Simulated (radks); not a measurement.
Problem. In XVII, 33 electrons, occupied as [Ar] 3d10 4s2 4p3. Method: non-relativistic Kohn-Sham, LB94 model potential, spin-polarised, spherical densities, point nucleus; open shells are filled with parallel spins first (spin-orbit coupling, left out, can overturn this in heavy ions); relativity is left out, which matters for an element this heavy; computed with a radial shooting solver on a logarithmic mesh with Libxc functionals. Some entries of the table are withheld. Estimate them.

orbital,occ.,eigenvalue (Ry),<1/r> (bohr^-1),<r> (bohr)
1s down,1,-2009.561,48.51,0.03101
1s up,1,-2009.558,48.51,0.03101
2s up,1,-321.3117,11.08,0.1339
2s down,1,-321.2662,11.08,0.1339
2p up,3,-302.5566,11.10,0.1142
2p down,3,-302.4785,11.10,0.1142
3s up,1,-84.65523,3.997,0.3586
3s down,1,-84.63718,3.989,0.3592
3p up,3,-76.89732,3.930,0.3490
3p down,3,-76.87506,3.923,0.3497
3d up,5,-62.58060,3.806,0.3183
3d down,5,-62.56274,3.801,0.3188
4s up,1,-34.24917,(1),0.7833
4s down,1,-34.10954,(2),0.7772
4p up,3,(3),1.715,0.8010
4p down,0,(4),1.739,0.7943
4d up,0,-26.50767,1.588,0.8329
4d down,0,-26.34874,1.613,0.8244
5s up,0,-18.82827,1.015,1.385
5s down,0,-18.67525,1.008,1.391

Solution. 
(1) 4s up <1/r> (bohr^-1): 1.779
(2) 4s down <1/r> (bohr^-1): 1.802
(3) 4p up eigenvalue (Ry): -31.41430
(4) 4p down eigenvalue (Ry): -31.26129
